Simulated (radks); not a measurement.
All-electron atom: Te16+ in [Ar] 3d10 4s2 4p5 5s1 (not the ground configuration).

All-electron calculation, scalar-relativistic Kohn-Sham, BLYP, spin-polarised, spherical densities, finite nucleus; open shells are filled with parallel spins first (spin-orbit coupling, left out, can overturn this in heavy ions); Fermi nuclear charge, rms radius 4.7423 fm. Program: a radial shooting solver on a logarithmic mesh with Libxc functionals.

Energy parts (hartree):
part                        energy
total                  -6693.42688
kinetic                 7018.60119
electron-nucleus      -15649.41413
Hartree                 2098.98232
exchange-correlation    -161.59626

Orbitals (lengths in bohr, moments of r in powers of bohr):
1s up: occ. 1; eigenvalue (hartree) -1177.670; <r> 0.02781
1s down: occ. 1; eigenvalue (hartree) -1177.649; <r> 0.02781
2s up: occ. 1; eigenvalue (hartree) -193.4802; <r> 0.1198
2s down: occ. 1; eigenvalue (hartree) -193.4670; <r> 0.1198
2p up: occ. 3; eigenvalue (hartree) -175.2925; <r> 0.1047
2p down: occ. 3; eigenvalue (hartree) -175.2741; <r> 0.1047
3s up: occ. 1; eigenvalue (hartree) -50.01722; <r> 0.3201
3s down: occ. 1; eigenvalue (hartree) -49.99527; <r> 0.3200
3p up: occ. 3; eigenvalue (hartree) -44.10186; <r> 0.3176
3p down: occ. 3; eigenvalue (hartree) -44.07769; <r> 0.3175
3d up: occ. 5; eigenvalue (hartree) -35.23357; <r> 0.2928
3d down: occ. 5; eigenvalue (hartree) -35.20995; <r> 0.2926
4s up: occ. 1; eigenvalue (hartree) -18.99921; <r> 0.7025
4s down: occ. 1; eigenvalue (hartree) -18.89975; <r> 0.7023
4p up: occ. 3; eigenvalue (hartree) -16.96329; <r> 0.7300
4p down: occ. 2; eigenvalue (hartree) -16.86356; <r> 0.7298
5s up: occ. 1; eigenvalue (hartree) -9.79341; <r> 1.291
5s down: occ. 0; eigenvalue (hartree) -9.69708; <r> 1.294

The highest occupied level is 5s up at -266.49 eV. The density falls to 0.001 e/bohr^3 at r = 2.24 bohr. The electron density at the nucleus is 2.355e+05 e/bohr^3 (large components only). Summed over all electrons, <r^2> = 8.032 bohr^2, which gives a Langevin (diamagnetic) susceptibility term of -6.36 x 10^-6 cm^3/mol.
